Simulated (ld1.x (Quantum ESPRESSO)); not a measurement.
# Before and after: PAW potential for indium

- Element: In (Z = 49)
- Generator: ld1.x (Quantum ESPRESSO) 7.5
- Type: PAW
- Functional: LDA (PZ)
- Relativity: scalar-relativistic
- Frozen core: [Kr] 4d10
- Valence charge: 3
- Reference configuration: 5s2 5p1
- Partial waves: 5s (bound): rcut 2.00, rcutus 2.55 bohr; 5s channel at 0.45 Ry: rcut 2.00, rcutus 2.55 bohr; 5p (bound): rcut 2.40, rcutus 2.85 bohr; 5p channel at 3.35 Ry: rcut 2.40, rcutus 2.85 bohr
- Local potential: all-electron potential smoothed inside 2.85 bohr (lloc = -1)
- Core correction: a·sin(br)/r model core, default radius (ld1.x builds one for every PAW set, though the input has nlcc=.false.)
- Augmentation charge: PSQ, inside the norm-conserving radii

All-electron outer shells of the reference configuration (LDA (PZ), scalar-relativistic, ld1.x):

| shell | level (eV) | outermost node (bohr) | outermost maximum (bohr) |
| --- | --- | --- | --- |
| 4p | -78.05 | 0.42 | 0.82 |
| 4d | -18.71 | 0.40 | 0.94 |
| 5s | -8.49 | 1.02 | 2.13 |
| 5p | -2.70 | 1.14 | 2.85 |

Change: functional PBE.

Cutoffs: the cutoffs (Ry, on a coarse ladder) from which the occupation-weighted sum of valence levels, in a spherical-Bessel basis at the reference potential, stays within 10 and 1 mRy of its value at 400 Ry; they do not see the model core or the augmentation charge, which bear on the density cutoff. Errors are all-electron minus pseudo energies relative to the spin-unpolarised reference configuration.

Question: How do hardness, ghosts and transferability respond?

Answer: Both files are so soft that the ladder of cutoffs tells neither apart; the number of tests with a reliable result goes from 9 to 7; of the 7 tests that both files solve, the error grows in 3 and shrinks in 2 by more than 15 % and 0.3 meV (median size 19.4 → 21.8 meV); the range in which the s phases agree widens (upper end 2.4 → 4.7); neither file shows a bound ghost.

| quantity | base | changed |
| --- | --- | --- |
| cutoff, loose | 6 Ry | 6 Ry |
| cutoff, tight | 6 Ry | 6 Ry |
| bound ghosts | none | none |
| error for 5s2 5p0, meV [ΔE 5.59 → 5.36 eV] | -8.8 | +7.0 |
| error for 5s1 5p0, meV [ΔE 25.26 → 24.60 eV] | -220 | -183 |
| error for 5s2 5p0.5, meV [ΔE 2.05 → 1.94 eV] | -1.2 | +3.1 |
| error for 5s0 5p3, meV [ΔE 12.16 → 11.95 eV] | -76 | -92 |
| error for 5s1 5p1, meV [ΔE 12.29 → 11.96 eV] | -64 | -62 |
| error for 5s1 5p2, meV [ΔE 5.94 → 5.84 eV] | -19 | -22 |
| error for 5s2 5p1.3, meV [ΔE -0.58 → -0.53 eV] | +0.3 | -0.3 |
| s: phases at 3.09 bohr within 0.05 rad from the reference energy up to (Ry; the scan ends near 5) | 2.4 | 4.7 |
| p: phases at 3.09 bohr within 0.05 rad from the reference energy up to (Ry; the scan ends near 5) | to the end of the scan | to the end of the scan |
| lowest overlap eigenvalue by channel | s 0.36, p 0.71 | s 0.36, p 0.72 |
